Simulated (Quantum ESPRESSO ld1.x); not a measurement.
The numbers below are computed, except where a source is named.
Hg9+, configuration [Xe] 4f14 5d3 (the NIST ground configuration).

Level of theory: Dirac Kohn-Sham, PBE, spin-unpolarised, spherical densities, point nucleus; open shells are shared between the two j in proportion to 2j + 1 (ld1.x of Quantum ESPRESSO 7.5).

Energy parts (hartree):
part                     energy
total                 -19639.84
kinetic                22673.05
electron-nucleus      -49168.03
Hartree                 7223.41
exchange-correlation    -368.28

Orbitals (lengths in bohr, moments of r in powers of bohr; <r^-3> diverges for s and p1/2; r(max) is where P^2 peaks):
\begin{tabular}{lrrrrrr}
orbital & occ. & eigenvalue (hartree) & <r^2> & <1/r> & <r^-3> & r(max) \\ \hline
1s1/2 & 2 & -3057.60 & 0.0003806 & 97.68 & - & 0.010 \\
2s1/2 & 2 & -546.089 & 0.005736 & 24.05 & - & 0.059 \\
2p1/2 & 2 & -524.073 & 0.004053 & 23.99 & - & 0.044 \\
2p3/2 & 4 & -452.481 & 0.005239 & 19.41 & 21440 & 0.051 \\
3s1/2 & 2 & -133.820 & 0.03722 & 8.823 & - & 0.167 \\
3p1/2 & 2 & -123.929 & 0.03391 & 8.731 & - & 0.155 \\
3p3/2 & 4 & -108.066 & 0.04030 & 7.538 & 5012 & 0.171 \\
3d3/2 & 4 & -91.7414 & 0.03084 & 7.437 & 876.8 & 0.134 \\
3d5/2 & 6 & -88.3423 & 0.03258 & 7.167 & 723.5 & 0.137 \\
4s1/2 & 2 & -33.7340 & 0.1797 & 3.738 & - & 0.375 \\
4p1/2 & 2 & -29.4951 & 0.1830 & 3.628 & - & 0.375 \\
4p3/2 & 4 & -25.6600 & 0.2150 & 3.215 & 1216 & 0.406 \\
4d3/2 & 4 & -18.7434 & 0.2255 & 3.015 & 191.7 & 0.396 \\
4d5/2 & 6 & -18.0274 & 0.2367 & 2.921 & 154.6 & 0.406 \\
4f5/2 & 6 & -9.11599 & 0.2704 & 2.568 & 33.06 & 0.363 \\
4f7/2 & 8 & -8.95998 & 0.2776 & 2.532 & 31.40 & 0.369 \\
5s1/2 & 2 & -9.66008 & 0.8597 & 1.570 & - & 0.820 \\
5p1/2 & 2 & -8.20452 & 0.9687 & 1.462 & - & 0.861 \\
5p3/2 & 4 & -7.44695 & 1.127 & 1.327 & 241.3 & 0.932 \\
5d3/2 & 1.2 & -5.30772 & 1.522 & 1.123 & 30.17 & 1.05 \\
5d5/2 & 1.8 & -5.19598 & 1.585 & 1.096 & 24.43 & 1.08 \\
6s1/2 & 0 & -4.15633 & 3.415 & 0.7604 & - & 1.70 \\
6p1/2 & 0 & -3.65487 & 3.963 & 0.7045 & - & 1.84 \\
6p3/2 & 0 & -3.44282 & 4.433 & 0.6600 & 69.38 & 1.96 \\
\end{tabular}

The highest occupied level is 5d5/2 at -141.39 eV. For comparison, the ionisation energy in NIST's Atomic Spectra Database is 153 eV (theoretical). In exact Kohn-Sham theory the highest level is minus the ionisation energy, but local and semilocal functionals leave it too shallow, through self-interaction and a potential that decays too fast; potentials with the right tail come closer. Summed over all electrons, <r^2> = 21.26 bohr^2, which gives a Langevin (diamagnetic) susceptibility term of -16.8 x 10^-6 cm^3/mol. The density falls to 0.001 e/bohr^3 at r = 2.47 bohr.

Beside tabulated values, note that spin-unpolarised runs miss the spin-polarisation part of the exchange energy of open shells.
